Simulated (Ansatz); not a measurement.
Consider the redistribution: `[BH2][AlH][CH2]OC` + `[CH3][Al]([CH3])[CH2]O` → `B[CH2][Al]([CH3])[CH3]` + `CO[CH2][AlH][OH]`.

Isolated molecules relaxed with PBE0-D4/def2-TZVP in Ansatz; ΔE leaves out vibrations. CCSD(T)/CBS is the MP2 limit (def2-TZVPP, def2-QZVPP) plus CCSD(T) − MP2 in def2-TZVPP, frozen cores. DFT in def2-TZVPP. B3LYP here is the variant with VWN-RPA as its local correlation; programs differ in this. Each species was taken in one conformer, which may not be the lowest.

```
             level  ΔE (kJ/mol)  difference from CCSD(T)/CBS
            PBE-D4       -312.6                         36.3
         r2SCAN-D4       -337.8                         11.1
          B3LYP-D4       -338.8                         10.1
            r2SCAN       -337.7                         11.2
              PBE0       -327.1                         21.8
             B3LYP       -340.1                          8.8
     HF/def2-TZVPP       -362.2                        -13.3
SCS-MP2/def2-TZVPP       -361.4                        -12.5
   CCSD/def2-TZVPP       -349.7                         -0.8
CCSD(T)/def2-TZVPP       -347.0                          1.9
     HF/def2-QZVPP       -363.4                        -14.5
    MP2/def2-QZVPP       -368.9                        -20.0
SCS-MP2/def2-QZVPP       -363.0                        -14.1
      HF/CBS(def2)       -363.5                        -14.6
     MP2/CBS(def2)       -369.4                        -20.5
    CCSD/CBS(def2)       -351.6                         -2.7
       CCSD(T)/CBS       -348.9                            0
```

Largest T1 diagnostic among the species: 0.014.

From PBE to PBE0 (25 % exact exchange), in def2-TZVPP and without D4, ΔE moves by −13.9 kJ/mol.
